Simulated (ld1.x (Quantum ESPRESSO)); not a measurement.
## caesium (Cs): one change to a TM potential, before and after

ld1.x (Quantum ESPRESSO) 7.5 input, shortened:

```
&input
   title='Cs', zed=55., rel=1, dft='PBE', iswitch=3,
   config='[Xe] 5d0 6s1 6p0'
 /
 &inputp
   pseudotype=2, tm=.true., lloc=0,
   nlcc=.true., new_core_ps=.true., rcore=2.65
 /
3
6P  2  1   0.00   0.00  4.20  4.20  0.0
5D  3  2   0.00   0.00  4.20  4.20  0.0
6S  1  0   1.00   0.00  3.30  3.30  0.0
 &test
   configts(1)='5d0 6s1 6p0'
 /
```

All-electron outer shells of the reference configuration (PBE, scalar-relativistic, ld1.x):

| shell | level (eV) | outermost node (bohr) | outermost maximum (bohr) |
| --- | --- | --- | --- |
| 5s | -26.73 | 0.82 | 1.54 |
| 5p | -13.52 | 0.89 | 1.79 |
| 6s | -2.09 | 2.11 | 4.80 |
| 6p | -0.74 | 2.61 | 6.72 |
| 5d | -0.38 | 1.06 | 3.51 |

Change: wave 6p (bound): rc 4.20 bohr becomes 6p (bound): rc 6.30 bohr.

Cutoffs: the cutoffs (Ry, on a coarse ladder) from which the occupation-weighted sum of valence levels, in a spherical-Bessel basis at the reference potential, stays within 10 and 1 mRy of its value at 400 Ry; they do not see the model core or the augmentation charge, which bear on the density cutoff. Errors are all-electron minus pseudo energies relative to the spin-unpolarised reference configuration.

Task: Predict the effect on cutoff, ghosts and configuration errors.

Result: Both files are so soft that the ladder of cutoffs tells neither apart; the bound ghost in p disappears; of the 4 tests that both files solve, the error grows in 1 and shrinks in 0 by more than 15 % and 0.3 meV (median size 3.0 → 3.0 meV).

| quantity | base | changed |
| --- | --- | --- |
| cutoff, loose | 6 Ry | 6 Ry |
| cutoff, tight | 8 Ry | 8 Ry |
| bound ghosts | p | none |
| error for 5d0 6s0.5 6p0, meV [ΔE 1.47 eV] | -1.6 | -1.6 |
| error for 5d0 6s0 6p1, meV [ΔE 1.37 eV] | -9.6 | -13 |
| error for 5d1 6s0 6p0, meV [ΔE 1.67 eV] | -4.3 | -4.3 |
| error for 5d0.5 6s0.5 6p0, meV [ΔE 0.84 eV] | -1.6 | -1.5 |

 A true bound ghost makes a file unfit for plane-wave use even where its test errors are small: the radial tests pick states by their node count and pass the ghost by.
